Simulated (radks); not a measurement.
The numbers below are computed, except where a source is named.
Question: The table gives one normalised radial function P(r) = r R(r) of Br15+ in [Ar] 4s2 (r in bohr). Code: a radial shooting solver on a logarithmic mesh with Libxc functionals. Model: scalar-relativistic Kohn-Sham, PBE, spin-polarised, spherical densities, point nucleus.

r,P
0.005521,0.1569
0.006225,0.1716
0.007075,0.1879
0.007978,0.2038
0.008995,0.2199
0.01014,0.2360
0.01153,0.2525
0.013,0.2669
0.01465,0.2796
0.01652,0.2896
0.01878,0.2964
0.02117,0.2978
0.02387,0.2931
0.02691,0.2810
0.03059,0.2584
0.03449,0.2266
0.03889,0.1836
0.0442,0.1246
0.04983,0.0569
0.05618,-0.0217
0.06335,-0.1091
0.072,-0.2076
0.08118,-0.2994
0.09153,-0.3830
0.1032,-0.4498
0.1173,-0.4914
0.1322,-0.4921
0.1491,-0.4474
0.1695,-0.3441
0.1911,-0.1957
0.2154,-0.0059
0.2429,0.2086
0.2761,0.4355
0.3113,0.6127
0.3509,0.7198
0.3957,0.7258
0.4497,0.5991
0.5071,0.3566
0.5717,0.0198
0.6446,-0.3634
0.7326,-0.7533
0.826,-1.0349
0.9314,-1.1868
1.059,-1.1847
1.193,-1.0461
1.346,-0.8239
1.517,-0.5779
1.724,-0.3456
1.944,-0.1857
2.192,-0.0859
2.472,-0.0338
2.809,-0.0102
3.167,-0.0027

Which n and l does it have? It may be an empty orbital.

Answer: n = 4, l = 0: the number of nodes gives n - l - 1 = 3, the rise at small r (about r^(l+1)) gives l, and the extent must fit the shell. The curve is that of 4s. 4s: eigenvalue -318.92 eV, 3 radial nodes at r = 0.0544, 0.216, 0.575 bohr, <r> = 1.01 bohr, 90 % of the charge inside 1.43 bohr.
